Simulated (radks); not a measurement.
Q: The mean radii <r> (bohr) of the occupied orbitals of an atom or ion are listed with their occupations. Calculated with a radial shooting solver on a logarithmic mesh with Libxc functionals: scalar-relativistic Kohn-Sham, r2SCAN, spin-unpolarised, spherical densities, finite nucleus; meta-GGA in the generalised Kohn-Sham scheme; Fermi nuclear charge, rms radius of each element as measured or else 0.836 A^(1/3) + 0.57 fm.

| orbital | occ. | <r> |
|---|---|---|
| 1s | 2 | 0.02318 |
| 2s | 2 | 0.09893 |
| 2p | 6 | 0.08712 |
| 3s | 2 | 0.2601 |
| 3p | 6 | 0.2585 |
| 3d | 10 | 0.2362 |
| 4s | 2 | 0.5923 |
| 4p | 6 | 0.6264 |
| 4d | 10 | 0.6852 |
| 5s | 2 | 1.412 |
| 5p | 6 | 1.612 |
| 4f | 4 | 0.9370 |
| 7f | 1 | 15.72 |

Name the element and its charge.

A: Z = 61, promethium, charge +2: Pm2+ in [Xe] 4f4 7f1. The 1s radius gives Z: for a bare nucleus <r> = (2 gamma + 1)/(2Z) with gamma = sqrt(1 - (Z/c)^2), 0.02288 bohr for Z = 61, and screening makes it slightly larger (0.02318 here). The occupations add up to 59, and the charge is Z minus that.
